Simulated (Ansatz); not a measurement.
```xyz
21

C    -2.5616    1.4416   -0.2693
N    -1.4923    0.5836    0.1900
C    -1.6385    0.1811    1.5734
Sn    0.3718    0.9081   -0.4456
Cl    1.4996    2.6282    0.6453
Cl    0.2039    1.5262   -2.6839
N     1.4212   -0.7556   -0.1055
C     2.8658   -0.6970   -0.0934
C     0.9049   -1.9726   -0.6971
H    -2.4091    1.7242   -1.3124
H    -2.6636    2.3604    0.3273
H    -3.5135    0.9001   -0.2077
H    -0.8133   -0.4685    1.8755
H    -1.6791    1.0319    2.2697
H    -2.5689   -0.3880    1.6914
H     3.3097   -0.7825   -1.0964
H     3.2577   -1.5230    0.5128
H     3.2106    0.2357    0.3566
H    -0.1878   -1.9760   -0.6808
H     1.2484   -2.8358   -0.1135
H     1.2340   -2.1220   -1.7363
```

The species carries charge 0 and has multiplicity 1. Sn takes the def2 core potential.

Problem. List the ωB97M-V/def2-TZVPP orbital energies in eV (Ansatz 0.2.0). (Best estimate.)

Solution. Computed: Occupied: -2771.78, -2771.78, -394.93, -394.93, -282.26, -282.26, -282.18, -282.18, -262.15, -262.15, -199.63, -199.63, -199.50, -199.50, -199.50, -199.50, -144.05, -98.69, -98.64, -98.54, -32.44, -32.41, -32.40, -32.17, -32.15, -28.15, -27.81, -25.41, -24.99, -22.80, -22.76, -20.41, -19.90, -17.35, -15.99, -15.63, -15.50, -15.28, -15.16, -14.59, -13.63, -13.63, -13.07, -13.06, -12.75, -12.46, -12.03, -11.53, -11.43, -11.28, -11.26, -9.18, -8.95. Lowest empty: 0.49, 2.17, 2.43, 2.62, 2.69, 3.39, 3.78, 3.85.
